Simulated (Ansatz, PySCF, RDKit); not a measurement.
Torsion B1–O2–C3–H6 in CH5BO (SMILES BOC); at each angle all else is relaxed with GFN2-xTB, and the levels are single points there.
Geometry at 120° (charge 0, multiplicity 1):
```xyz
8

B      1.33731    -0.08635     0.23553
O      0.13619     0.30609     0.61870
C     -1.04852     0.08812    -0.10340
H      1.52163    -0.66854    -0.77706
H      2.21158     0.18220     0.96727
H     -1.73130    -0.50128     0.51347
H     -1.51164     1.05479    -0.31565
H     -0.86126    -0.43954    -1.04296
```

On the grid 0° to 120°, 60° is the highest and 120° the lowest point at MP2/CBS(cc-pVTZ, cc-pVQZ) + ΔCCSD(T)/cc-pVTZ.

Rows in 6-31G* carry no dispersion term and start afresh at each structure (6-31G* with six Cartesian d functions). MP2/6-31G* freezes PySCF's default core.

Run with Ansatz (Gaussian orbitals); PySCF for 6-31G* rows; RDKit for the force fields. Values without a source in brackets are computed.

Predict the energy at 60° less that at 120° from UFF.

-9 kJ/mol

Ansatz is a quantum-chemistry and plane-wave program.
